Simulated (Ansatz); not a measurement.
The first iterations of a band of BClH$_{4}$O$_{2}$ (8 atoms, charge 0, multiplicity 1).

The calculation used Ansatz 0.2.0, RKS PBE0-D4/6-31G*.

```json
{
 "movable images": "7",
 "climbing image": "yes",
 "spring": "5.0 eV/Å²",
 "optimiser": "quadratic models (default)",
 "start path": "through a guess of the saddle point",
 "force threshold": "0.2 eV/Å",
 "iteration limit": "60",
 "end points": "relaxed"
}
```

Image 0:

```xyz
8
Properties=species:S:1:pos:R:3
B 0.017 -0.002 0.114
Cl 0.056 -0.780 1.786
H 1.069 0.082 -0.441
O -1.112 -0.244 -0.650
H -1.805 -0.672 -0.130
O -0.210 1.748 0.587
H -1.019 1.960 0.091
H -0.442 1.776 1.530
```

Image 8:

```xyz
8
Properties=species:S:1:pos:R:3
B -0.556 0.061 -0.303
Cl 1.133 1.227 3.274
H 0.277 -0.793 -0.224
O -1.491 0.123 -1.288
H -1.407 -0.601 -1.918
O -0.566 1.034 0.658
H -1.275 1.677 0.514
H 0.438 1.141 2.174
```

| iteration | highest image above the first end (eV) | largest band force component (eV/Å) |
| --- | --- | --- |
| 1 | 3.557 | 10.097 |
| 2 | 1.389 | 3.958 |
| 3 | 0.829 | 1.952 |
| 4 | 0.603 | 2.136 |
| 5 | 0.403 | 1.059 |

Question: Does the band converge within its limit, and where does its top end?

Answer: The forces met the threshold. It ended after 17 iterations with the highest image 0.546 eV above the first end. The threshold of 0.2 eV/Å is loose, so the images may lie well off the minimum-energy path. The profile has 2 maxima (images 2, 4) with wells between them (image 3): this band takes more than one step, which may be the mechanism or a detour left from its start path. Another band between the same ends (7 images) ends at a top of the same energy, where a vibrational analysis finds 1 clearly imaginary mode. The orbitals stay closed-shell, which can raise the energy where a bond breaks towards radicals; this wasn't checked here.

The run took 5.6 min on 1 thread of Arm Neoverse V1, on a shared host, peak memory 0.14 GiB.
